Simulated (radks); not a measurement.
Spherical quantum dot in the effective-mass picture: electrons in a parabolic well V = omega^2 r^2 / 2 with omega = 2.89, all in effective atomic units (hartree* = m*/eps^2 hartree, bohr* = eps/m* bohr), one dielectric constant everywhere. Method: non-relativistic Kohn-Sham, PBEsol, spin-polarised, spherical densities; computed with a radial shooting solver with Libxc functionals. Levels are named by radial order and angular momentum (1s, 1p, 1d, 2s, ...), and open shells are averaged over m.

N = 27, configuration 1s2 1p6 1d10 2s2 1f(up 7, down 0). This is the lowest configuration that the search found. Occupied and some empty levels:

| level | occupation | eigenvalue (hartree*) | <r> (bohr*) |
|---|---|---|---|
| 1s up | 1 | 25.299 | 0.9013 |
| 1s down | 1 | 25.368 | 0.8872 |
| 1p up | 3 | 26.881 | 1.152 |
| 1p down | 3 | 26.998 | 1.141 |
| 1d up | 5 | 28.601 | 1.331 |
| 1d down | 5 | 28.749 | 1.325 |
| 2s up | 1 | 28.842 | 1.181 |
| 2s down | 1 | 28.955 | 1.186 |
| 1f up | 7 | 30.452 | 1.474 |
| 1f down | 0 | 30.616 | 1.472 |
| 2p up | 0 | 30.854 | 1.328 |
| 2p down | 0 | 30.963 | 1.332 |
| 1g up | 0 | 32.423 | 1.594 |
| 1g down | 0 | 32.592 | 1.595 |
| 2d up | 0 | 32.948 | 1.467 |
| 2d down | 0 | 33.058 | 1.470 |

Energy (hartree*): total 522.348, kinetic 86.641, external 203.36, Hartree 254.56, exchange-correlation -22.216.

Electron density:

| r (bohr*) | n(r) (e/bohr*^3) |
|---|---|
| 0.121 | 1.994 |
| 0.256 | 1.832 |
| 0.391 | 1.634 |
| 0.526 | 1.482 |
| 0.661 | 1.427 |
| 0.796 | 1.460 |
| 0.931 | 1.521 |
| 1.07 | 1.533 |
| 1.20 | 1.438 |
| 1.34 | 1.228 |
| 1.47 | 0.9404 |
| 1.61 | 0.6401 |
| 1.74 | 0.3846 |
| 1.88 | 0.2031 |
| 2.01 | 0.09419 |
| 2.15 | 0.03846 |
| 2.28 | 0.01383 |
| 2.42 | 0.004386 |
| 2.55 | 0.001223 |
| 2.69 | 0.0002995 |
